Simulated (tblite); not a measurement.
Input of a run (GFN2-xTB geometry optimisation, gas phase (tblite 0.8.0)), started from a force field or distance geometry:
```
{"job": {"kind": "relax", "xc": "GFN2-xTB", "basis": "xTB"}, "charge": 0, "multiplicity": 1}
O      2.791100    -1.885300    -0.481400
C      3.296700    -1.000800     0.184700
C      2.718400     0.338700     0.406200
C      1.488100     0.752600     0.006600
Si     0.162900    -0.164900    -0.839200
S     -1.027600    -1.199700     0.605600
C     -2.654000    -0.565900     0.086700
C     -2.575000     0.928600    -0.224900
S     -1.304400     1.265400    -1.493200
H      4.266400    -1.158000     0.703400
H      3.357400     1.032000     0.928500
H      1.198800     1.763400     0.246700
H      0.542400    -1.002200    -1.991100
H     -3.364500    -0.745000     0.898900
H     -3.004200    -1.130500    -0.777500
H     -2.352800     1.505000     0.684200
H     -3.546600     1.278700    -0.601100
```

Output (eV, eV/Å):
```
step      E/eV     max force
  0    -736.28675    2.146
  1    -736.35126    1.290
  2    -736.37769    0.341
  3    -736.38684    0.371
  4    -736.40012    0.350
  5    -736.40845    0.264
  6    -736.41516    0.282
  7    -736.42128    0.227
  8    -736.43155    0.318
  9    -736.44386    0.348
 10    -736.45815    0.360
 11    -736.47379    0.368
 12    -736.49089    0.336
 13    -736.50787    0.303
 14    -736.52293    0.363
 15    -736.53584    0.297
 16    -736.54680    0.264
 17    -736.55615    0.240
 18    -736.56491    0.234
 19    -736.57387    0.285
 20    -736.58268    0.245
 21    -736.59049    0.296
 22    -736.59611    0.314
 23    -736.60121    0.298
 24    -736.60550    0.197
 25    -736.61248    0.149
 26    -736.61445    0.136
 27    -736.61662    0.106
 28    -736.61770    0.089
 29    -736.61899    0.088
 30    -736.62003    0.081
 31    -736.62105    0.078
 32    -736.62201    0.085
 33    -736.62302    0.074
 34    -736.62389    0.063
 35    -736.62459    0.055
 36    -736.62526    0.059
 37    -736.62610    0.075
 38    -736.62720    0.085
 39    -736.62852    0.077
 40    -736.62985    0.100
 41    -736.63103    0.092
 42    -736.63208    0.091
 43    -736.63312    0.098
 44    -736.63427    0.095
 45    -736.63558    0.089
 46    -736.63684    0.130
 47    -736.63778    0.077
 48    -736.63843    0.059
 49    -736.63901    0.061
 50    -736.63970    0.073
 51    -736.64038    0.070
 52    -736.64095    0.053
 53    -736.64140    0.048
 54    -736.64185    0.061
 55    -736.64232    0.072
 56    -736.64272    0.055
 57    -736.64300    0.037
 58    -736.64324    0.050
 59    -736.64357    0.074
 60    -736.64405    0.081
 61    -736.64459    0.057
 62    -736.64498    0.045
 63    -736.64523    0.040
 64    -736.64545    0.052
 65    -736.64570    0.051
 66    -736.64597    0.044
 67    -736.64621    0.042
 68    -736.64641    0.043
 69    -736.64659    0.047
 70    -736.64675    0.036
 71    -736.64687    0.032
 72    -736.64699    0.030
 73    -736.64710    0.033
 74    -736.64724    0.034
 75    -736.64738    0.036
 76    -736.64750    0.030
 77    -736.64758    0.023
 78    -736.64762    0.015
 79    -736.64764    0.013
 80    -736.64766    0.016
 81    -736.64769    0.018
 82    -736.64771    0.015
 83    -736.64773    0.009
```

Q: Summarise the run.

A: The energy falls by 8.3 kcal/mol over 83 L-BFGS steps, the largest force on an atom goes from 2.15 to 0.009 eV/Å, and the atoms move by 0.344 Å rms after alignment. The bond that changes most is C4–Si5 (alkene CH carbon to SiH silicon), which lengthens by 0.073 Å. Bonds longer at the end by more than 0.005 Å: 3 of 17; shorter: 8. Among the angles that change most is C3–C4–Si5, from 130.0° to 117.3°. Among the dihedrals that turn most is H12–C4–Si5–H13, from 137° to 113°. The energy never rose by more than 1e-5 eV on the way. The first step brought 18 % of the lowering.

Q: What are the final bond lengths?

A: O1=C2 1.217 Å, C2–C3 1.442 Å, C3=C4 1.337 Å, C4–Si5 1.893 Å, Si5–S6 2.147 Å, S6–C7 1.826 Å, C7–C8 1.510 Å, C8–S9 1.817 Å, Si5–S9 2.196 Å, C2–H10 1.097 Å, C3–H11 1.079 Å, C4–H12 1.079 Å, Si5–H13 1.454 Å, C7–H14 1.090 Å, C7–H15 1.090 Å, C8–H16 1.090 Å, C8–H17 1.090 Å. Numbering counts from 1 in the input's order; the species is `O=C/C=C\[SiH]1SCCS1`.

Its GFN2-xTB frequencies are all real (lowest 44 cm⁻¹). One conformer, not necessarily the lowest.

All values are computed, not measured.
